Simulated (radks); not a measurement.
Rb29+, 8 electrons, occupied as 1s1 2s2 2p4 3d1 (not the ground configuration).

Method: Dirac Kohn-Sham, RPBE, spin-unpolarised, spherical densities, point nucleus; open shells are shared between the two j in proportion to 2j + 1; computed with a radial shooting solver on a logarithmic mesh with Libxc functionals.

Energy parts (Ry):
part                       energy
total                 -3308.70799
kinetic                3415.52838
electron-nucleus      -7034.78760
Hartree                 387.28476
exchange-correlation    -76.73353

Orbitals (lengths in bohr, moments of r in powers of bohr; <r^-3> diverges for s and p1/2; r(max) is where P^2 peaks; r(90%) holds 90 % of the orbital's charge):
[
 {"orbital": "1s1/2", "occ.": "1", "eigenvalue (Ry)": "-1268.976", "<r^-3>": "-", "r(max)": "0.02610", "r(90%)": "0.0712", "<1/r>": "38.22"},
 {"orbital": "2s1/2", "occ.": "2", "eigenvalue (Ry)": "-270.4684", "<r^-3>": "-", "r(max)": "0.1439", "r(90%)": "0.258", "<1/r>": "9.045"},
 {"orbital": "2p1/2", "occ.": "1.33333", "eigenvalue (Ry)": "-261.7200", "<r^-3>": "-", "r(max)": "0.1110", "r(90%)": "0.230", "<1/r>": "9.033"},
 {"orbital": "2p3/2", "occ.": "2.66667", "eigenvalue (Ry)": "-256.3653", "<r^-3>": "1837", "r(max)": "0.1142", "r(90%)": "0.234", "<1/r>": "8.699"},
 {"orbital": "3s1/2", "occ.": "0", "eigenvalue (Ry)": "-110.0862", "<r^-3>": "-", "r(max)": "0.3827", "r(90%)": "0.582", "<1/r>": "3.723"},
 {"orbital": "3p1/2", "occ.": "0", "eigenvalue (Ry)": "-106.8789", "<r^-3>": "-", "r(max)": "0.3590", "r(90%)": "0.563", "<1/r>": "3.691"},
 {"orbital": "3p3/2", "occ.": "0", "eigenvalue (Ry)": "-105.5098", "<r^-3>": "475.5", "r(max)": "0.3647", "r(90%)": "0.570", "<1/r>": "3.604"},
 {"orbital": "3d3/2", "occ.": "0.4", "eigenvalue (Ry)": "-100.7068", "<r^-3>": "83.15", "r(max)": "0.2836", "r(90%)": "0.508", "<1/r>": "3.526"},
 {"orbital": "3d5/2", "occ.": "0.6", "eigenvalue (Ry)": "-100.3549", "<r^-3>": "80.05", "r(max)": "0.2852", "r(90%)": "0.510", "<1/r>": "3.501"},
 {"orbital": "4d3/2", "occ.": "0", "eigenvalue (Ry)": "-55.72350", "<r^-3>": "34.61", "r(max)": "0.6864", "r(90%)": "0.987", "<1/r>": "1.948"},
 {"orbital": "4d5/2", "occ.": "0", "eigenvalue (Ry)": "-55.57627", "<r^-3>": "33.20", "r(max)": "0.6886", "r(90%)": "0.990", "<1/r>": "1.938"},
 {"orbital": "4f5/2", "occ.": "0", "eigenvalue (Ry)": "-54.37510", "<r^-3>": "10.26", "r(max)": "0.5344", "r(90%)": "0.867", "<1/r>": "1.880"},
 {"orbital": "4f7/2", "occ.": "0", "eigenvalue (Ry)": "-54.31727", "<r^-3>": "10.17", "r(max)": "0.5354", "r(90%)": "0.868", "<1/r>": "1.876"}
]

The highest occupied level is 3d5/2 at -1365.4 eV. The configuration is held as typed, so some empty levels lie below it. Summed over all electrons, <r^2> = 0.2980 bohr^2, which gives a Langevin (diamagnetic) susceptibility term of -0.236 x 10^-6 cm^3/mol.
